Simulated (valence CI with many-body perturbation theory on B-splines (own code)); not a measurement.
# E1 transitions of Xe23+

Method: configuration interaction combined with many-body perturbation theory (CI+MBPT): three valence electrons over a frozen Dirac-Fock core [Ar] 3d10, radial functions for each j: 11 s, 11 p, 9 d, 7 f, 5 g, 2 h, 1 i, with the one-electron correlation potential Σ1, the two-electron term Σ2, the three-electron term Σ3, Breit, model QED; selected CI, second order for the rest (own B-spline code, finite nucleus).

No measured levels were compared; by estimate levels hold to about 250 cm⁻¹ or 0.2 % of their energy and the worst to 1 %, as in measured heavy ions of charge 2 to 7; those with d or f electrons hold less well.

Lines 201 to 250 of 265 in falling wavelength, among levels below 2029100 cm⁻¹, chosen from the strongest by gf and those to the six lowest levels. Wavelengths and rates use the calculated energies, so an error of 2000 cm⁻¹ moves a line at 11.38 nm by 0.23 % and its rate by three times that or more. Electric multipoles are in the length gauge, E1 and E2 with the static RPA response of the core. Weak lines are less certain than strong ones. Lines between different terms over intervals too small for the method are left out, as are lines whose strength nearly cancels. Where a level lies close to another of its J and parity, the split of strength between their lines is uncertain.

Levels are named by their leading jj configuration (3d3/2^4 stands for four electrons in 3d with j = 3/2), which in mixed levels can hold well under half, so a name can repeat and another be missing. Letters in brackets count levels of one name in rising energy.

```csv
λ vac (nm),Upper,Lower,A (s⁻¹),log gf,Branch %
11.38,(4s 4p3/2 4d3/2) J=5/2 [a],(4s 4p1/2 4p3/2) J=3/2 [a],9.04e+10,0.02,39.6
11.36,(4s^2 4d3/2) J=3/2,(4s^2 4p1/2) J=1/2,2.01e+11,0.19,80.7
11.34,(4s 4p3/2 4d3/2) J=3/2,(4s 4p1/2 4p3/2) J=3/2 [a],1.25e+11,-0.01,62.2
11.32,(4s 4p3/2 4d3/2) J=5/2 [b],(4s 4p1/2 4p3/2) J=3/2 [b],2.07e+11,0.38,78.8
11.30,(4p3/2^3) J=3/2,(4s 4p1/2^2) J=1/2,1.54e+10,-0.93,13.4
11.25,(4p1/2 4p3/2 4d5/2) J=5/2 [c],(4p1/2^2 4p3/2) J=3/2,1.02e+11,0.06,39.9
11.08,(4s 4p3/2 4d5/2) J=3/2 [a],(4s 4p1/2 4p3/2) J=5/2,1.91e+08,-2.85,0.1
11.07,(4s 4p3/2 4d3/2) J=1/2 [b],(4s 4p1/2 4p3/2) J=3/2 [b],2.82e+09,-1.99,1.1
11.02,(4s 4p3/2 4d5/2) J=3/2 [b],(4s 4p1/2 4p3/2) J=1/2,3.06e+10,-0.65,10.0
10.96,(4s 4p3/2 4d5/2) J=5/2 [a],(4s 4p1/2 4p3/2) J=3/2 [a],4.20e+08,-2.34,0.3
10.87,(4s 4p3/2 4d5/2) J=1/2,(4s 4p1/2 4p3/2) J=3/2 [b],6.37e+09,-1.65,2.6
10.82,(4s 4p3/2 4d5/2) J=7/2 [b],(4s 4p1/2 4p3/2) J=5/2,3.19e+10,-0.35,33.1
10.67,(4s 4p3/2 4d5/2) J=3/2 [a],(4s 4p1/2 4p3/2) J=3/2 [a],1.54e+09,-1.98,0.6
10.66,(4s 4p3/2 4d5/2) J=3/2 [b],(4s 4p1/2 4p3/2) J=3/2 [b],1.34e+10,-1.04,4.4
10.66,(4s 4p1/2 4d5/2) J=3/2,(4s 4p1/2^2) J=1/2,3.51e+10,-0.62,17.1
10.65,(4s 4p3/2 4d5/2) J=3/2 [c],(4s 4p1/2 4p3/2) J=3/2 [b],6.66e+09,-1.34,2.3
10.63,(4s 4p3/2 4d3/2) J=5/2 [b],(4s 4p1/2 4p3/2) J=5/2,6.21e+07,-3.20,0.0
10.60,(4s 4p3/2 4d5/2) J=7/2 [c],(4s 4p1/2 4p3/2) J=5/2,2.36e+10,-0.50,10.4
10.57,(4s 4p3/2 4d5/2) J=5/2 [b],(4s 4p1/2 4p3/2) J=3/2 [b],1.60e+09,-1.79,0.5
10.31,(4s 4p3/2 4d3/2) J=1/2 [a],(4s 4p1/2^2) J=1/2,1.01e+07,-4.49,0.0
10.26,(4s 4p3/2 4d3/2) J=3/2,(4s 4p1/2^2) J=1/2,5.20e+08,-2.48,0.3
10.25,(4s 4p3/2 4d3/2) J=5/2 [b],(4s 4p1/2 4p3/2) J=3/2 [a],7.58e+08,-2.15,0.3
10.04,(4s 4p3/2 4d5/2) J=3/2 [b],(4s 4p1/2 4p3/2) J=5/2,6.02e+08,-2.44,0.2
10.04,(4s 4p3/2 4d3/2) J=1/2 [b],(4s 4p1/2 4p3/2) J=3/2 [a],5.95e+08,-2.75,0.2
10.03,(4s 4p3/2 4d5/2) J=3/2 [c],(4s 4p1/2 4p3/2) J=5/2,9.29e+06,-4.25,0.0
9.958,(4s 4p3/2 4d5/2) J=5/2 [b],(4s 4p1/2 4p3/2) J=5/2,2.41e+09,-1.67,0.7
9.871,(4s 4p3/2 4d5/2) J=1/2,(4s 4p1/2 4p3/2) J=3/2 [a],5.59e+08,-2.79,0.2
9.708,(4s 4p3/2 4d5/2) J=3/2 [a],(4s 4p1/2^2) J=1/2,4.49e+09,-1.60,1.8
9.700,(4s 4p3/2 4d5/2) J=3/2 [b],(4s 4p1/2 4p3/2) J=3/2 [a],9.88e+07,-3.25,0.0
9.694,(4s 4p3/2 4d5/2) J=3/2 [c],(4s 4p1/2 4p3/2) J=3/2 [a],1.78e+09,-2.00,0.6
9.625,(4s 4p3/2 4d5/2) J=5/2 [b],(4s 4p1/2 4p3/2) J=3/2 [a],1.46e+09,-1.91,0.4
9.182,(4s 4p3/2 4d3/2) J=1/2 [b],(4s 4p1/2^2) J=1/2,5.09e+08,-2.89,0.2
9.116,(4s^2 4f5/2) J=5/2,(4s 4p1/2 4p3/2) J=3/2 [b],5.35e+09,-1.40,1.9
9.042,(4s 4p3/2 4d5/2) J=1/2,(4s 4p1/2^2) J=1/2,1.33e+09,-2.49,0.5
8.898,(4s 4p3/2 4d5/2) J=3/2 [b],(4s 4p1/2^2) J=1/2,9.40e+05,-5.35,0.0
8.894,(4s 4p3/2 4d5/2) J=3/2 [c],(4s 4p1/2^2) J=1/2,5.90e+08,-2.55,0.2
8.658,(4s^2 4f5/2) J=5/2,(4s 4p1/2 4p3/2) J=5/2,9.75e+07,-3.18,0.0
8.648,(4s^2 4f7/2) J=7/2,(4s 4p1/2 4p3/2) J=5/2,1.81e+09,-1.79,0.7
8.405,(4s^2 4f5/2) J=5/2,(4s 4p1/2 4p3/2) J=3/2 [a],1.85e+08,-2.93,0.1
6.482,(4p1/2^2 4d3/2) J=3/2,(4s^2 4p3/2) J=3/2,1.53e+06,-5.42,0.0
6.312,(4p1/2^2 4d5/2) J=5/2,(4s^2 4p3/2) J=3/2,1.51e+07,-4.27,0.0
6.111,(4p1/2 4p3/2 4d3/2) J=5/2,(4s^2 4p3/2) J=3/2,4.75e+05,-5.80,0.0
6.054,(4p1/2 4p3/2 4d3/2) J=3/2 [a],(4s^2 4p3/2) J=3/2,1.45e+06,-5.50,0.0
6.042,(4p1/2 4p3/2 4d3/2) J=1/2 [a],(4s^2 4p3/2) J=3/2,2.67e+05,-6.53,0.0
5.945,(4p1/2^2 4d3/2) J=3/2,(4s^2 4p1/2) J=1/2,5.26e+07,-3.95,0.1
5.888,(4p1/2 4p3/2 4d5/2) J=3/2 [a],(4s^2 4p3/2) J=3/2,4.32e+06,-5.05,0.0
5.883,(4p1/2 4p3/2 4d5/2) J=5/2 [a],(4s^2 4p3/2) J=3/2,2.99e+06,-5.03,0.0
5.787,(4p1/2 4p3/2 4d5/2) J=5/2 [b],(4s^2 4p3/2) J=3/2,2.94e+07,-4.05,0.0
5.775,(4p1/2 4p3/2 4d3/2) J=3/2 [b],(4s^2 4p3/2) J=3/2,3.19e+07,-4.19,0.0
5.761,(4p1/2 4p3/2 4d3/2) J=1/2 [b],(4s^2 4p3/2) J=3/2,7.06e+07,-4.15,0.0
```

(1) How does gf follow from A for the line at 9.958 nm?

Results:

(1) gf = 1.4992 × (2J+1)_upper × A / σ², with σ = 1004188 cm⁻¹ and 2J+1 = 6: gf = 0.0215.
